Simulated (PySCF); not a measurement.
# Polarisability and C₆ of Ag (silver, neutral)

[Kr] 4d9 5s1 5p1, one real determinant (an excited configuration). Calculation: PySCF 2.14, in x2c-QZVPPall with one added diffuse shell each of s, p, d, f, g type (14s9p8d5f3g, 143 functions); the spin-free X2C one-electron Hamiltonian (Gaussian nucleus). Coupled (time-dependent) response in atomic units; α is the mean over directions.

| method | mean α (bohr³) | α xx, yy, zz | C₆ (like pair) | S(−4) |
| --- | --- | --- | --- | --- |
| UHF | 86.44 | 73.12, 73.12, 113.1 | 908.6 | 4546 |

S(−4) is the Cauchy moment in α(ω) = α(0) + S(−4) ω² + …

Spin-orbit coupling is absent.

α(iu) at UHF:

```
u (hartree)  α(iu) (bohr³)
          0          86.44
     0.0500          76.73
      0.100          58.91
      0.200          33.47
      0.300          21.30
      0.500          11.58
      0.750          7.216
       1.00          5.193
       1.50          3.230
       2.00          2.251
       3.00          1.283
       5.00         0.5774
```

A single London oscillator, α(iu) = α/(1 + u²/ω²), gives C₆ = (3/4) ω α². Matching the computed C₆ needs ω = 4 × 908.6 / (3 × 86.44²) = 0.162 hartree.

The components differ because the open shell of this determinant is not spherical; for a pure term their mean is the scalar polarisability.

⟨L²⟩ = 8.07 against 12 for a pure F term, so this real determinant mixes terms.
